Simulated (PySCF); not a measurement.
Sn(Cl)(Br)(OH)2 (BrClH2O2Sn), SMILES [OH][Sn]([OH])([Cl])[Br]. Coordinates come from a PBE0-D3(BJ)/def2-SVP optimisation. The structure was generated by enumeration; whether it is a known compound was not checked. The def2 effective core potentials stand for the cores of Sn; spin–orbit coupling is left out. One conformer was computed; it need not be the lowest.

Question: Give the equilibrium geometry at PBE0-D3(BJ)/def2-SVP (PySCF confirms it by a frequency run) as Cartesian coordinates in Å. (Estimate from the structure and the level; the computed values follow.)

Answer: Several could match; the one computed here: 
```xyz
7

O     -1.0266    -1.6960     1.0744
Sn     0.2033    -0.4300     0.2293
O      1.5708    -1.5198    -0.6654
Cl     1.2536     0.9322     1.8052
Br    -1.0746     0.9974    -1.3084
H     -0.5700    -2.5227     1.2812
H      2.3507    -1.0054    -0.9099
```
